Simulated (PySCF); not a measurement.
Species: vinyl propionate, C5H8O2.
Z-matrix (Å and degrees, GFN2-xTB geometry), rows numbered from 1:
```
C 
C   1  1.3193
O   2  1.3752  1  121.21
C   3  1.3513  2  118.53  1   179.91
O   4  1.1997  3  123.95  2     0.08
C   4  1.5092  3  109.91  2  -179.99
C   6  1.5217  4  111.78  3  -179.97
H   1  1.0754  2  121.48  3     0.08
H   1  1.0732  2  120.60  3  -179.98
H   2  1.0830  1  124.30  3   179.95
H   6  1.0925  4  107.84  3   -57.68
H   6  1.0923  4  107.80  3    57.78
H   7  1.0867  6  110.28  4   -59.73
H   7  1.0867  6  110.26  4    59.45
H   7  1.0866  6  110.32  4   179.87
```

Computed, not measured: B3LYP/def2-SVPD in PySCF (dipole) on a GFN2-xTB geometry, gas phase.

Masses are those of the commonest isotopes; rigid-rotor values at the optimised geometry. The values belong to one conformer with, in the numbering `[CH2:1]=[CH:2][O:3][C:4](=[O:5])[CH2:6][CH3:7]`, C1–C2–O3–C4 180°, C2–O3–C4–O5 0°, O3–C4–C6–C7 180°.

(1) Give the principal moments of inertia and the rotational constants in MHz.

(2) What kind of rotor is it?

(3) What does the inertial defect say?

(4) Where do the levels up to J = 4 lie, in MHz?

(5) Which types of transition are allowed, and where do some lines up to J = 2 fall?

(6) Estimate the classical rotational partition function at 10 K, 100 K and 298.15 K.

Answers

(1) Ia = 56.79, Ib = 375.76, Ic = 426.32 u·Å²; 505379 MHz·u·Å²/I gives A = 8899, B = 1345, C = 1185 MHz.

(2) A near-prolate asymmetric top: κ = (2 × 1345 − 8899 − 1185)/(8899 − 1185) = -0.96.

(3) Not planar: Δ = Ic − Ia − Ib = -6.23 u·Å². For a rigid frame Δ = −2 Σ m c², so Σ m c² = 3.12 u·Å² lies off the ab plane, practically all of it from hydrogen. The atom farthest from that plane is 0.88 Å away.

(4) Above 0(0,0):
J = 1: 1(0,1) 2530, 1(1,1) 10084, 1(1,0) 10244
J = 2: 2(0,2) 7589, 2(1,2) 14986, 2(1,1) 15464, 2(2,1) 38125, 2(2,0) 38128
J = 3: 3(0,3) 15170, 3(1,3) 22336, 3(1,2) 23293, 3(2,2) 45717, 3(2,1) 45729, 3(3,1) 83886, 3(3,0) 83886
J = 4: 4(0,4) 25267, 4(1,4) 32134, 4(1,3) 33729, 4(2,3) 55836, 4(2,2) 55874, 4(3,2) 94012, 4(3,1) 94012, 4(4,1) 147442, 4(4,0) 147442

(5) The dipole components are |μa| = 0.01 D, |μb| = 1.78 D, |μc| = 0.00 D; the mirror of this Cs structure is the ab plane, so μc vanishes by symmetry and there are no c-type lines. The squared components, which scale the intensities, stand as 0.00 : 1.00 (a : b). Some lines, for components of 0.1 D or more:

```
type  branch         J(Ka,Kc)    MHz  lower level (cm⁻¹)
   b       Q  1(1,0) ← 1(0,1)   7713               0.084
   b       Q  2(1,1) ← 2(0,2)   7875               0.253
   b       R  1(1,1) ← 0(0,0)  10084               0.000
   b       R  2(1,2) ← 1(0,1)  12455               0.084
   b       Q  2(2,0) ← 2(1,1)  22664               0.516
   b       Q  2(2,1) ← 2(1,2)  23140               0.500
   b       R  2(2,1) ← 1(1,0)  27882               0.342
   b       R  2(2,0) ← 1(1,1)  28044               0.336
```

(6) Point group Cs, symmetry number σ = 1; q = (√π/σ)·√((kT/h)³/(ABC)), k/h = 20836.6 MHz/K: 1420 at 10 K, 44800 at 100 K, 230000 at 298.15 K.

GFN2-xTB frequencies: not computed here. No vibrational averaging or centrifugal distortion is included, and the geometry carries the error of its method. A rigid rotor knows nothing of internal rotation, which can split or shift real lines.
